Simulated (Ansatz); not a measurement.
Reactions of CH₆OSeSi (`CO[SiH2][SeH]`).

Computed with Ansatz on PBE0-D4/def2-TZVP structures; ΔE is electronic, products minus reactants. CBS: MP2 limit from def2 TZ/QZ plus the TZ coupled-cluster correction, frozen cores. This one scheme is used for every species, atoms too. Open shells (•) are unrestricted, without spin–orbit coupling. Spin–orbit coupling would lower the free atoms: a little for C, O, Si; clearly for Se. Elements past krypton have def2 core potentials. Bonds to Ge, In, Se are less sure, by a few kJ/mol each and by 10 to 20 or more in all where they break to atoms, as the def2 sets lack core-valence functions. Scalar relativity is left out up to krypton. Each species was taken in one conformer, which may not be the lowest.

**Question.** Order these by ΔE at CCSD(T)/CBS, lowest first. (Estimate.)
A. `CO[SiH2][SeH]` + `C[SeH]` → `CO[SiH2][Se]C` + H₂Se
B. `CO[SiH2][SeH]` + `[OH][GeH3]` → `CO[SiH2][O][GeH3]` + H₂Se
C. `CO[SiH2][SeH]` + `BCN=C` → `BC/N=C/[SeH]` + `CO[SiH3]`
D. `CO[SiH2][SeH]` + `[Cl][InH2]` → `[Cl][InH][SeH]` + `CO[SiH3]`
E. `CO[SiH2][SeH]` + `O[SiH2]S` → `CO[SiH2]S[SiH2]O` + H₂Se
F. `CO[SiH2][SeH]` → C• + 6 H• + O• + Se• + Si•
G. `CO[SiH2][SeH]` + `ClBCl` → `ClB(Cl)[SeH]` + `CO[SiH3]`
H. `CO[SiH2][SeH]` + `N=C[SiH3]` → `N=C([SiH3])[SeH]` + `CO[SiH3]`

**Answer.** B (-60.2 kJ/mol), D (-50.2 kJ/mol), E (-17.5 kJ/mol), A (-6.2 kJ/mol), G (+5.1 kJ/mol), H (+81.7 kJ/mol), C (+95.4 kJ/mol), F (+3402.0 kJ/mol).

Largest T1 diagnostic: 0.014, for `[Cl][InH2]`.
